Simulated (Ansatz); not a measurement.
Geometry optimisation, Ansatz, RKS B3LYP/def2-SVP.

The input (input.yaml):

```yaml
crystal:
  periodic: [false, false, false]
  atoms:
    - { symbol: Sn, position_ang: [0.0, 0.0, 0.0] }
    - { symbol: H, position_ang: [0.0, 0.0, 1.74] }
    - { symbol: O, position_ang: [1.8483, 0.0, -0.6527] }
    - { symbol: H, position_ang: [2.1646, -0.9521, -0.7693] }
    - { symbol: H, position_ang: [-0.8195, 1.4198, -0.5794] }
    - { symbol: Cl, position_ang: [-1.1351, -1.9666, -0.8025] }
basis:
  gaussian: { orbitals: def2-SVP }
hamiltonian:
  xc: b3lyp
relax:
  f_tol: 0.02
  max_steps: 40
```

Launched with:

```bash
$ ansatz run input.yaml --threads 1 --pin off --max-ram 2048MiB --backend cpu --events-out ev --progress --plain --runs-dir out
```

Task: Where does it end, and by what steps?

Result: It converged. After 6 steps the energy has fallen by 0.109 eV; H4 moved furthest, 0.22 Å.

| step | energy less start (eV) | largest force component (eV/Å) | accepted |
| --- | --- | --- | --- |
| 0 | 0.0000 | 1.883 | yes |
| 1 | -0.0613 | 0.577 | yes |
| 2 | -0.1044 | 0.249 | yes |
| 3 | -0.1066 | 0.076 | yes |
| 4 | -0.1081 | 0.155 | yes |
| 5 | -0.1090 | 0.041 | yes |
| 6 | -0.1095 | 0.016 | yes |

```xyz
6
Properties=species:S:1:pos:R:3
Sn -0.040 0.009 0.013
H 0.046 -0.133 1.722
O 1.774 -0.028 -0.797
H 2.260 -0.843 -0.605
H -0.768 1.406 -0.644
Cl -1.214 -1.909 -0.753
```

Time of the run: 23 s on 1 thread of Arm Neoverse V2, with other jobs on the host, peak memory 0.15 GiB.
